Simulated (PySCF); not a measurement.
Bonds (- single, = double, # triple, : aromatic): C1-S2 1.823 Å, S2-Si3 2.138 Å, Si3-Se4 2.288 Å. C1 carries H5, H6, H7; Si3 carries H8, H9; Se4 carries H10.

Geometry: PBE0-D3(BJ)/def2-SVP; GIAO absolute shieldings from PySCF 2.14.0 with density-fitted response routines, gas phase, non-relativistic, averaged over equivalent atoms.

At PBE0/pcSseg-1 (136 basis functions, 13 s wall time on 1 thread of an x86-64 server CPU, shared host):
```
   atoms  σ (ppm)
      C1    168.5
      S2    697.3
     Si3    360.1
     Se4   2233.2
   H8/H9    25.88
H5/H6/H7    29.29
     H10    30.88
```

Question: What do these become at wB97X-D/pcSseg-2?

Answer: 
| atoms | σ at wB97X-D/pcSseg-2 | change |
| --- | --- | --- |
| C1 | 169.2 | +0.7 |
| S2 | 682.2 | -15.1 |
| Si3 | 355.0 | -5.1 |
| Se4 | 2199.1 | -34.1 |
| H8/H9 | 26.06 | +0.18 |
| H5/H6/H7 | 29.32 | +0.03 |
| H10 | 30.97 | +0.09 |

The largest change is at Se4 (selenium bonded to Si, H). Cost: 269 basis functions, 40 s wall time on 1 thread of an x86-64 server CPU, shared host.

Relativistic effects, spin–orbit coupling among them, are left out; they matter for Se and for the light atoms bonded to it.
